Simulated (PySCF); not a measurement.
**Two-component Hartree-Fock for Eu⁵⁸⁺ (europium, charge +58)**

Start: [He] 2s2 2p1; 2p3/2 filled at m_j = +3/2. Calculated with PySCF 2.14 in an even-tempered Gaussian basis (17 s from 40 bohr⁻², ratio 2.4; 13 p from 51 bohr⁻², ratio 2.4; 5 d from 170 bohr⁻², ratio 2.6; 4 f from 250 bohr⁻², ratio 2.6): generalised Hartree-Fock with the X2C-1e Hamiltonian and a Gaussian nucleus; one run each with spin-orbit coupling (SO) screened by Boettger's factors, then bare. This is a chosen level, not necessarily the ground level.

```csv
spinor shell,electrons,"ε, screened SO (eV)","ε, bare SO (eV)",weight of nominal j (bare SO),"rms radius, bare SO (bohr)"
1s1/2,2,-54844.6,-54844.9,1.000,0.0253
2s1/2,2,-13220.0,-13220.1,1.000,0.0982
2p3/2,1,-12345.6,-12339.0,1.000,0.0885
```

```
   quantity  screened SO      bare SO
E (hartree)  -5613.55888  -5613.31413
        M_J          3/2          3/2
       ⟨J²⟩        3.750        3.750
       ⟨L²⟩        2.000        2.000
       ⟨S²⟩        0.750        0.750
```

Each row is a mean over spinors that exchange with the open shell spreads, by up to 53.903 eV (2s1/2).

Breit and QED terms are absent; they matter most for the inner s and p1/2 levels.

Densities and radii are taken from the X2C orbitals without a picture-change correction, which distorts them close to the nucleus.
